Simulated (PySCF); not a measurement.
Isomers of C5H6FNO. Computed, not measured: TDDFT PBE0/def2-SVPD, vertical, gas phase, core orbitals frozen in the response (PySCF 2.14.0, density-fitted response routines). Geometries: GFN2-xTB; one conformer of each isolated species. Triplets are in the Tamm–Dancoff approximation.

A. `N#C[C@@]1(CF)CCO1`
B. `[C@H]1([C@@H](C)C#N)[C@@H](O1)F`
C. `C#C[C@H](F)C(=O)NC`

Lowest singlet levels (six at most, fewer where fewer were computed) with oscillator strengths:

1. 7.77 eV (f 0.000); 8.06 eV (f 0.002); 8.10 eV (f 0.027); 8.42 eV (f 0.002); 8.47 eV (f 0.013); 8.63 eV (f 0.030); T1 6.45 eV
2. 5.54 eV (f 0.005); 6.13 eV (f 0.004); 6.37 eV (f 0.021); 6.65 eV (f 0.007); 6.96 eV (f 0.023); 6.98 eV (f 0.020); T1 5.04 eV
3. 6.55 eV (f 0.005); 7.13 eV (f 0.002); 7.37 eV (f 0.005); 7.72 eV (f 0.003); 7.87 eV (f 0.006); 8.08 eV (f 0.014); T1 6.02 eV

Question: Match each spectrum to its molecule.

Answer: 1 = B, 2 = C, 3 = A.
- A: S1 at 6.55 eV, HOMO→LUMO (97%); Löwdin shares by element: HOMO oxygen 56%, carbon 18% or more, hydrogen 6% or more (atoms not listed hold the other 21%); LUMO carbon 36% or more, nitrogen 28%, oxygen 12% (atoms not listed hold the other 24%); HOMO -8.35 and LUMO -0.27 eV.
- B: S1 at 7.77 eV, HOMO→LUMO (48%), HOMO-2→LUMO+1 (14%), HOMO-3→LUMO (8%); Löwdin shares by element: HOMO oxygen 35%, carbon 15% or more, nitrogen 12%, fluorine 10% (atoms not listed hold the other 29%); LUMO carbon 39% or more, hydrogen 12% or more (atoms not listed hold the other 49%); HOMO -9.10 and LUMO 0.07 eV.
- C: S1 at 5.54 eV, HOMO→LUMO (84%); Löwdin shares by element: HOMO oxygen 51%, carbon 28% or more (atoms not listed hold the other 22%); LUMO carbon 66% or more (atoms not listed hold the other 34%); HOMO -7.70 and LUMO -0.41 eV.
